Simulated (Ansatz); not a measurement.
Bond stretch in MgH, doublet.

Method: Ansatz (a program for electronic structure) with full CI/cc-pVDZ, frozen core.

Relative to R = 1.74 Å, what are the energies at R = 1.48, 1.59, 1.64, 2.63 Å?

8.8 kcal/mol at 1.48 Å, 2.6 kcal/mol at 1.59 Å, 1.1 kcal/mol at 1.64 Å, 22.4 kcal/mol at 2.63 Å.
